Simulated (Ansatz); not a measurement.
Ansatz results at the PBE0-D4/def2-TZVP geometry: HOMO–LUMO gap (B3LYP/def2-TZVPP) 6.30 eV; HOMO–LUMO gap (ωB97M-V/def2-TZVPP) 11.29 eV; HOMO–LUMO gap (PBE/def2-TZVPP) 4.47 eV.

Each molecule was computed in one conformer, which needn't be the lowest.

(1) Which molecule gave them?
A. `C[S][Ti]([F])([F])[Cl]`
B. `[NH2][Ti]([OH])([F])[F]`
C. `C[O][Ti]([Cl])([O]C)[O]C`
D. `[CH3][Ti]([OH])([OH])[F]`

## Answers

(1) C. The others give `C[S][Ti]([F])([F])[Cl]`: 4.32, 9.09, 2.68; `[CH3][Ti]([OH])([OH])[F]`: 5.90, 11.14, 3.87; `[NH2][Ti]([OH])([F])[F]`: 5.63, 10.88, 3.69.

B3LYP here is the variant with VWN-RPA as its local correlation; programs differ in this.
